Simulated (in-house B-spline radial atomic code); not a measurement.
**PBE hybrid excitations of C2+**

Method: PBE hybrid with 0.4 exact exchange. Computed with a B-spline radial code for spherical atoms: linear response of the closed shell [He] 2s2 with the functional's adiabatic kernel; non-relativistic, point nucleus, no spin-orbit coupling, no double excitations, S, P, D and F terms only.

Command:
```bash
python run_td.py task.json out
```
Settings (radii: box in bohr, nucleus in fm):
```
Z                        6
electrons                4
configuration            [He] 2s2
hamiltonian              nr
method                   pbeh
box_radius               29.48
exact_exchange_fraction  0.4
intervals                49
```

Run time, properties included: 0.1 s on 1 thread of Arm Neoverse N1 (shared host).

The lowest states, in the order of their Tamm-Dancoff energies; the method's threshold (minus the highest occupied level) is 43.04 eV. Labels give the largest channel, * marks a mixed state, and oscillator strengths are full-response dipole values. Semilocal kernels can invert the small singlet-triplet splittings of Rydberg terms. Energies in eV:

| state | full response | Tamm-Dancoff | oscillator strength |
| --- | --- | --- | --- |
| 2s → 2p 3P | 4.621 | 5.560 | - |
| 2s → 2p 1P | 11.845 | 12.505 | 0.749 |
| 2s → 3s 3S | 28.295 | 28.309 | - |
| 2s → 3s 1S | 29.436 | 29.453 | - |
| 2s → 3p 3P | 30.58 | 30.59 | - |
| 2s → 3p 1P | 30.94 | 30.95 | 0.213 |
| 2s → 3d 3D | 31.82 | 31.84 | - |
| 2s → 3d 1D | ? | ? | - |
| 2s → 4s 3S | ? | ? | - |
| 2s → 4s 1S | 36.39 | 36.39 | - |

Q: Where does 2s → 3d 1D lie?

A: At 32.41 eV in full response, 32.41 eV in Tamm-Dancoff.

Q: Where does 2s → 4s 3S lie?

A: At 36.10 eV in full response, 36.10 eV in Tamm-Dancoff.

Q: How large is the singlet-triplet splitting of 2s → 2p (P terms) in Tamm-Dancoff?

A: 6.95 eV, from the unrounded values.

Q: What polarisabilities and dispersion coefficient does the method give?

A: Dipole 4.314 bohr³, quadrupole 5.245 bohr⁵, C6 6.694 hartree·bohr⁶ for two such species.
